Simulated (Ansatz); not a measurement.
`CN(C)[Si]Br` from Hartree–Fock to CCSD(T)

Z-matrix (Å, degrees):
```
C
N 1 1.445
H 1 1.096 2 110.4
H 1 1.088 2 110.6 3 120.5
H 1 1.096 2 110.4 3 -119.0
C 2 1.452 1 112.4 3 59.4
Si 2 1.710 1 132.3 3 -120.6
H 6 1.094 2 110.3 1 180.0
H 6 1.096 2 110.9 1 60.1
H 6 1.096 2 110.9 1 -60.1
Br 7 2.287 2 102.2 1 -0.0
```

Total charge 0; spin multiplicity 1. Correlated methods include outer-core shells of Br, which these sets cover unevenly. Scalar relativity is left out up to krypton. Geometry: relaxed with PBE0-D4/def2-TZVP. It is one conformer, not always the lowest. Frozen core, restricted reference, Ansatz.

```json
{"basis": "def2-SVP", "HF (Eh)": "-2994.55853", "MP2 corr.": "-0.76943"}
{"basis": "def2-TZVPP", "HF (Eh)": "-2995.12668", "MP2 corr.": "-0.94081"}
{"basis": "def2-QZVPP", "HF (Eh)": "-2995.19109", "MP2 corr.": "-1.30390"}
```

**Question.** Estimate the CCSD correlation energy and the (T) correction in each basis where they were run (hartree).

**Answer.** 
```csv
basis,CCSD corr.,(T)
def2-SVP,-0.81671,-0.02448
def2-TZVPP,-0.98119,-0.04068
```
